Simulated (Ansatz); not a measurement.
One change: `CC(=S)[NH][AlH2]` becomes `CC(O)=S`.

Ansatz, PBE0-D4/def2-TZVP geometries, multiplicity 1. Each molecule was computed in one conformer, which needn't be the lowest.

```json
{"property": "HOMO–LUMO gap (PBE/def2-TZVPP) / eV", "`CC(=S)[NH][AlH2]`": "2.19"}
{"property": "HOMO–LUMO gap (B3LYP/def2-TZVPP) / eV", "`CC(=S)[NH][AlH2]`": "3.69"}
{"property": "HOMO energy (PBE/def2-TZVPP) / eV", "`CC(=S)[NH][AlH2]`": "-4.98"}
{"property": "size of the dipole moment (B3LYP/def2-TZVPP) / D", "`CC(=S)[NH][AlH2]`": "3.51"}
{"property": "LUMO energy (PBE/def2-TZVPP) / eV", "`CC(=S)[NH][AlH2]`": "-2.79"}
{"property": "size of the dipole moment (ωB97M-V/def2-TZVPP) / D", "`CC(=S)[NH][AlH2]`": "3.65"}
```

Q: What does the change do to each property? (Estimate.)

A: The calculation gave: 
```
                                          property  `CC(O)=S`  shift
               HOMO–LUMO gap (PBE/def2-TZVPP) / eV       3.15   0.96
             HOMO–LUMO gap (B3LYP/def2-TZVPP) / eV       4.85   1.16
                 HOMO energy (PBE/def2-TZVPP) / eV      -5.49  -0.51
  size of the dipole moment (B3LYP/def2-TZVPP) / D       1.86  -1.65
                 LUMO energy (PBE/def2-TZVPP) / eV      -2.34   0.45
size of the dipole moment (ωB97M-V/def2-TZVPP) / D       1.89  -1.76
```

With PBE0 the HOMO falls by 0.59 eV and the LUMO rises by 0.61 eV, so the gap widens by about 1.20 eV. PBE moves the HOMO by -0.51 eV and ωB97M-V by -0.60 eV. Dipoles are sizes alone; their direction can turn.

B3LYP here is the variant with VWN-RPA as its local correlation; programs differ in this.
